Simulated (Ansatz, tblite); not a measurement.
Cost and result up the ladder for `COc1ccc(-c2ccc(C#Cc3ccc(C#Cc4ccc(C#Cc5ccc(C#Cc6ccc(C#Cc7ccc(C#Cc8ccc(C(F)=C(F)F)cc8)cc7)cc6)cc5)cc4)cc3)cc2)cc1` (102 atoms). Charge 0, multiplicity 1. Geometry: r2SCAN-D4/def2-SVP.

Cartesian coordinates in Å:
```
C 5.708 17.358 -17.888
O 4.389 16.864 -17.786
C 4.085 16.055 -16.745
C 2.757 15.595 -16.685
C 2.353 14.757 -15.655
C 3.249 14.348 -14.642
C 2.818 13.452 -13.552
C 1.843 12.455 -13.769
C 1.443 11.598 -12.751
C 2.004 11.705 -11.456
C 1.611 10.822 -10.419
C 1.282 10.047 -9.527
C 0.916 9.136 -8.506
C 0.084 8.027 -8.790
C -0.252 7.119 -7.797
C 0.225 7.282 -6.474
C -0.097 6.339 -5.467
C -0.357 5.509 -4.602
C -0.632 4.535 -3.612
C -0.323 4.774 -2.251
C -0.566 3.806 -1.287
C -1.125 2.555 -1.642
C -1.339 1.552 -0.665
C -1.500 0.675 0.176
C -1.656 -0.351 1.141
C -1.507 -0.077 2.522
C -1.629 -1.089 3.463
C -1.899 -2.421 3.064
C -1.986 -3.461 4.020
C -2.036 -4.368 4.845
C -2.065 -5.420 5.792
C -1.995 -5.149 7.180
C -1.994 -6.183 8.105
C -2.062 -7.533 7.683
C -2.034 -8.590 8.625
C -1.989 -9.508 9.437
C -1.918 -10.570 10.371
C -1.869 -10.310 11.762
C -1.781 -11.351 12.675
C -1.737 -12.697 12.238
C -1.634 -13.759 13.169
C -1.534 -14.679 13.973
C -1.412 -15.743 14.900
C -1.298 -17.083 14.457
C -1.172 -18.129 15.360
C -1.156 -17.880 16.751
C -1.026 -18.926 17.755
F -1.029 -18.516 19.039
C -0.900 -20.259 17.588
F -0.789 -21.103 18.585
F -0.873 -20.868 16.421
C -1.271 -16.545 17.197
C -1.396 -15.499 16.292
C -1.793 -12.956 10.847
C -1.882 -11.916 9.934
C -2.145 -7.803 6.295
C -2.148 -6.770 5.370
C -2.059 -2.692 1.683
C -1.942 -1.679 0.743
C -1.445 2.319 -3.002
C -1.207 3.289 -3.964
C 1.044 8.399 -6.186
C 1.385 9.305 -7.180
C 2.975 12.707 -11.230
C 3.369 13.557 -12.257
C 4.571 14.822 -14.718
C 4.996 15.662 -15.750
H 5.983 17.969 -17.009
H 6.442 16.538 -17.999
H 5.734 17.987 -18.786
H 2.059 15.922 -17.460
H 1.308 14.433 -15.614
H 1.416 12.329 -14.769
H 0.697 10.823 -12.945
H -0.286 7.890 -9.809
H -0.889 6.261 -8.028
H 0.117 5.734 -1.968
H -0.319 3.999 -0.240
H -1.291 0.946 2.840
H -1.508 -0.868 4.527
H -1.935 -4.111 7.515
H -1.934 -5.963 9.174
H -1.898 -9.275 12.110
H -1.741 -11.140 13.747
H -1.308 -17.289 13.384
H -1.086 -19.147 14.979
H -1.260 -16.337 18.268
H -1.483 -14.472 16.653
H -1.762 -13.992 10.499
H -1.921 -12.127 8.862
H -2.201 -8.842 5.960
H -2.206 -6.989 4.301
H -2.271 -3.716 1.365
H -2.061 -1.900 -0.321
H -1.880 1.358 -3.285
H -1.453 3.096 -5.012
H 1.416 8.535 -5.168
H 2.025 10.160 -6.950
H 3.410 12.812 -10.232
H 4.103 14.341 -12.047
H 5.302 14.502 -13.969
H 6.037 15.991 -15.775
```

Ansatz on 11 threads of AMD EPYC 7R13 on a shared host and a whole NVIDIA H100 80GB HBM3; xTB runs through tblite on one thread. Times are rough, summed over both states, and most runs start from the orbitals of an earlier one. PBE0-D4/def2-TZVP serves as the yardstick here, not as an exact answer. The other state is a triplet.

The xTB rows come from tblite. Single mean-field runs in def2-TZVP are fitted with def2-universal-jkfit.

xTB has no spin-polarisation term.

```
            level  functions  wall time  vertical triplet (eV)  difference from PBE0-D4/def2-TZVP (eV)
         GFN2-xTB        303      2.3 s                   1.91                                   -0.33
         GFN1-xTB        338      2.6 s                   1.91                                   -0.33
 PBE-D4/def2-TZVP       2287       64 s                   1.70                                   -0.54
PBE0-D4/def2-TZVP       2287    2.2 min                   2.24                                    0.00
```
